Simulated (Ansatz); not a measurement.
C4O4Ru, SMILES `[O+]#[C][Ru-4]([C]#[O+])([C]#[O+])[C]#[O+]`. Total charge 0; spin multiplicity 1. Ru takes the def2 core potential.

```xyz
9

O     2.231    1.648   -0.900
C     1.262    1.061   -0.762
Ru   -0.211   -0.005   -0.210
C     0.474   -1.557   -1.140
O     0.807   -2.459   -1.742
C    -1.177    1.540    0.438
O    -1.801    2.434    0.750
C    -0.732   -1.048    1.291
O    -0.853   -1.613    2.274
```

(1) List the harmonic frequencies (cm⁻¹, unscaled) at PBE0-D4/def2-TZVP in Ansatz. (An estimate is asked.)

(2) Is this a minimum?

(3) Give the ideal-gas thermochemistry at 298.15 K and 1 bar (rigid rotor, harmonic oscillator; point group C2v, symmetry number 2).

Answers

(1) Ansatz gave: 37, 59, 75, 85, 89, 353, 356, 359, 398, 428, 460, 477, 505, 533, 546, 596, 617, 2083, 2117, 2119, 2215.

(2) Yes, all 21 modes are real.

(3) Zero-point energy 86.8 kJ/mol; H(298) − E = 115.2 kJ/mol; entropy 424.5 J/(mol·K), of which translation 175.7, rotation 120.1, vibration 128.7; G(298) − E = -11.3 kJ/mol. Modes under 100 cm⁻¹ are hindered rotations or soft bends, so the harmonic entropy is rough.
